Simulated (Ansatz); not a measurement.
`FC(F)(F)c1cc2sc(-c3cc4sc(-c5cc6sc(-c7cc8sc(C(F)(F)F)cc8s7)cc6s5)cc4s3)cc2s1`, relaxed as a singlet with RKS PBE-D4/def2-SVP in Ansatz, starting from the GFN2-xTB geometry. Force threshold 0.03 eV/Å.

Single mean-field runs in def2-SVP are fitted with def2-universal-jkfit.

Start:

Cartesian coordinates in Å:
```
F -1.8282 -6.0958 -11.6970
C -2.8943 -5.5225 -11.1049
F -3.7996 -6.4972 -10.9370
F -3.4055 -4.6736 -12.0131
C -2.5550 -4.8610 -9.8183
C -2.9386 -5.2716 -8.5728
C -2.4194 -4.4197 -7.5865
S -2.5118 -4.3487 -5.8656
C -1.5128 -2.9079 -5.8486
C -1.1893 -2.2823 -4.6089
C -0.5345 -1.0862 -4.4155
C -0.3926 -0.7893 -3.0572
S 0.3111 0.5087 -2.1613
C -0.1301 -0.2636 -0.6491
C 0.2021 0.3524 0.5903
C -0.0653 -0.1151 1.8584
C 0.4128 0.7568 2.8396
S 0.3924 0.7672 4.5660
C 1.2439 2.3049 4.5864
C 1.5542 2.9162 5.8334
C 1.2105 2.4626 7.0846
C 1.6739 3.3200 8.0898
S 1.5735 3.3279 9.8125
C 2.4732 4.8188 9.8561
C 2.7748 5.4464 11.1691
F 1.6766 5.6260 11.9245
F 3.6194 4.7130 11.9199
F 3.3450 6.6513 11.0281
C 2.8346 5.2864 8.6237
C 2.3747 4.4285 7.6130
S 2.4647 4.4160 5.8881
C 1.5215 2.7679 3.3215
C 1.0497 1.8944 2.3368
S 1.0569 1.8843 0.6103
C -0.7876 -1.4584 -0.8432
C -0.9352 -1.7517 -2.2013
S -1.6382 -3.0500 -3.0956
C -1.1330 -2.5160 -7.1121
C -1.6474 -3.3732 -8.0929
S -1.5528 -3.4361 -9.8165
H -3.5577 -6.1297 -8.3876
H -0.1874 -0.4571 -5.2132
H -0.5812 -1.0336 2.0629
H 0.6524 1.5600 7.2525
H 3.3944 6.1892 8.4635
H 2.0359 3.6922 3.1304
H -1.1392 -2.0855 -0.0465
H -0.5115 -1.6653 -7.3168
```

```json
{"step": "1", "energy (eV)": "-129934.9991", "largest force component (eV/Å)": "0.791", "SCF passes": "24"}
{"step": "2", "energy (eV)": "-129935.3339", "largest force component (eV/Å)": "0.242", "SCF passes": "22"}
{"step": "3", "energy (eV)": "-129935.3729", "largest force component (eV/Å)": "0.064", "SCF passes": "22"}
{"step": "4", "energy (eV)": "-129935.3755", "largest force component (eV/Å)": "0.040", "SCF passes": "20"}
{"step": "5", "energy (eV)": "-129935.3762", "largest force component (eV/Å)": "0.044", "SCF passes": "20"}
{"step": "6", "energy (eV)": "-129935.3769", "largest force component (eV/Å)": "0.068", "SCF passes": "20"}
{"step": "7", "energy (eV)": "-129935.3774", "largest force component (eV/Å)": "0.078", "SCF passes": "20"}
{"step": "8", "energy (eV)": "-129935.3783", "largest force component (eV/Å)": "0.058", "SCF passes": "20"}
{"step": "9", "energy (eV)": "-129935.3788", "largest force component (eV/Å)": "0.034", "SCF passes": "20"}
{"step": "10", "energy (eV)": "-129935.3791", "largest force component (eV/Å)": "0.025", "SCF passes": "21"}
```

Force components are those of the run's own axes.

End:

```xyz
48

F    -1.819   -6.163  -11.827
C    -2.905   -5.582  -11.260
F    -3.836   -6.545  -11.074
F    -3.392   -4.703  -12.170
C    -2.571   -4.915   -9.961
C    -3.059   -5.257   -8.712
C    -2.511   -4.415   -7.708
S    -2.682   -4.279   -5.983
C    -1.529   -2.940   -5.932
C    -1.200   -2.315   -4.673
C    -0.646   -1.050   -4.466
C    -0.456   -0.785   -3.089
S     0.155    0.560   -2.169
C    -0.133   -0.294   -0.645
C     0.191    0.330    0.613
C    -0.087   -0.142    1.899
C     0.387    0.743    2.894
S     0.369    0.761    4.635
C     1.211    2.316    4.671
C     1.522    2.932    5.937
C     1.183    2.496    7.218
C     1.675    3.375    8.216
S     1.601    3.420    9.954
C     2.518    4.915    9.975
C     2.873    5.559   11.279
F     1.781    5.756   12.058
F     3.734    4.801   12.004
F     3.460    6.759   11.073
C     2.869    5.365    8.713
C     2.386    4.483    7.711
S     2.456    4.433    5.973
C     1.493    2.786    3.386
C     1.027    1.897    2.390
S     1.050    1.876    0.651
C    -0.680   -1.563   -0.855
C    -0.864   -1.831   -2.232
S    -1.472   -3.177   -3.153
C    -1.050   -2.611   -7.200
C    -1.613   -3.444   -8.200
S    -1.444   -3.571   -9.927
H    -3.773   -6.074   -8.552
H    -0.423   -0.351   -5.282
H    -0.621   -1.081    2.092
H     0.602    1.583    7.407
H     3.444    6.283    8.543
H     2.008    3.737    3.196
H    -0.923   -2.256   -0.041
H    -0.306   -1.824   -7.377
```

By distances, no bond broke or formed. The bond that changes most is C35–H47, from 1.07 to 1.10 Å (atoms count from 1).

No frequencies were taken in this run, so the end may be a saddle point.

Run time 46 s (2 threads of AMD EPYC 7R13 on a shared host and a share (18 GiB) of an NVIDIA H100 80GB HBM3), peak host memory 1.2 GiB.
